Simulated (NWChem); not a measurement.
## Ionisation of Sb

SMILES: [Sb]
```xyz
1

Sb     0.0000     0.0000     0.0000
```
Charge 0, spin multiplicity 4.

Everything below was run with NWChem.

Basis set: def2-TZVPD. The species with one electron less has spin multiplicity 3. Δ marks differences of total energies (open shells unrestricted). −ε marks an orbital energy of the parent. That orbital need not have the symmetry of the hole or added electron in the Δ rows.

Effective core potentials replace the inner electrons of Sb; spin-orbit coupling is left out. B3LYP has NWChem's definition, with VWN1-RPA local correlation. The stability of the SCF solutions was not checked. Open-shell Hartree-Fock references start from PBE0 orbitals.

Task: One of these methods gave a first vertical ionisation energy of 6.14 eV. Which?
A. −ε(alpha HOMO) of BP86
B. −ε(alpha HOMO) of B3LYP
C. ΔB3LYP
D. −ε(alpha HOMO) of HF

Result: B, −ε(alpha HOMO) of B3LYP. The others give 5.52 (−ε(alpha HOMO) of BP86), 8.93 (ΔB3LYP), 9.10 (−ε(alpha HOMO) of HF).
